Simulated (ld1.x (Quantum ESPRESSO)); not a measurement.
Logarithmic derivatives: nitrogen (N), PAW

```json
{"Element": "nitrogen (N)", "Generator": "ld1.x (Quantum ESPRESSO) 7.5", "Type": "PAW", "Functional": "LDA (PZ)", "Relativity": "non-relativistic", "Frozen core": "[He]", "Valence charge": "5", "Reference configuration": "2s2 2p2.5 (charge +0.5)", "Partial waves": "2s (bound): rcut 0.80, rcutus 1.00 bohr; 2s channel at 2.4 Ry: rcut 0.80, rcutus 1.00 bohr; 2p (bound): rcut 1.20, rcutus 1.45 bohr; 2p channel at -0.2 Ry: rcut 1.20, rcutus 1.45 bohr; 3d channel at 0.1 Ry: rc 1.50 bohr", "Local potential": "the d channel", "Core correction": "Bessel-smoothed model core inside 1.00 bohr", "Augmentation charge": "BESSEL, radius 0.80 bohr"}
```

The phase is arctan(r·u′/u) with u = r·R(r), unwrapped; energies in Ry, scanned from -4 to 5 Ry. A pole is an energy at which the radial function vanishes at the test radius. The pseudo phase is shifted by a multiple of π to meet the all-electron one at the reference energy, and phase errors are pseudo minus all-electron; the curves can meet again beyond the range given. Levels narrower than the energy grid can be missing from the lists of poles.

| channel | radius (bohr) | reference energy (Ry) | poles, all-electron | poles, pseudo | unbroken range about the reference energy with phases within 0.05 rad | phase error 1 Ry above the reference energy (rad) |
| --- | --- | --- | --- | --- | --- | --- |
| s | 1.65 | -1.83 | -0.09 | -0.09 | the whole range | +0.000 |
| p | 1.65 | -1.00 | 0.45 | 0.45 | the whole range | +0.000 |
| d | 1.65 | 0.10 | none | none | the whole range | +0.000 |

Phases in the s channel:

```
E (Ry)  all-electron  pseudo
 -4.00         1.064   1.064
 -3.52         0.946   0.946
 -3.04         0.721   0.722
 -2.56         0.227   0.227
 -2.08        -0.583  -0.583
 -1.60        -1.111  -1.111
 -1.12        -1.352  -1.352
 -0.64        -1.480  -1.480
 -0.16        -1.561  -1.561
  0.32        -1.620  -1.620
  0.80        -1.667  -1.667
  1.28        -1.708  -1.708
  1.76        -1.747  -1.747
  2.24        -1.787  -1.787
  2.72        -1.830  -1.830
  3.20        -1.879  -1.879
  3.68        -1.940  -1.940
  4.16        -2.018  -2.018
  4.64        -2.126  -2.126
```
